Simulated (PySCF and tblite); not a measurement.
Values are calculated unless marked as measured or tabulated.
System: C8H7Cl, numbered as in [Cl:1][C@:2]12[C@@H:3]3[CH:4]=[CH:5][C@H:6]1[C@H:7]2[CH:8]=[CH:9]3.

For the Cope rearrangement (breaking C6–C7, making C4–C9): electronic barrier 5.18 kcal/mol, zero-point change -1.07 kcal/mol, thermal and entropy terms at 400 K a further 0.30 kcal/mol (symmetry numbers apart). The minimum is Cs, the saddle Cs. The path came from a restrained scan, a climbing-image band and a saddle search at GFN2-xTB; energies are PBE0/pcSseg-1 + D3(BJ)//PBE0-D3(BJ)/def2-SVP, thermal terms GFN2-xTB. Rate constants are transition-state-theory values, counting equivalent paths, without tunnelling. Run with tblite and PySCF.

Task: How many equivalent paths lead out of the minimum?

Result: 1: the symmetry number of the minimum is 1, that of the saddle displaced along its mode 1.

Task: Work out the rate at 400 K.

Result: ΔG‡ = 4.41 kcal/mol; k_B T/h = 8.3×10¹² s⁻¹; exp(−ΔG‡/RT) = 0.0039; times 1 gives k = 3.2×10¹⁰ s⁻¹. Wigner's tunnelling factor for the 423i cm⁻¹ mode would be 1.10.
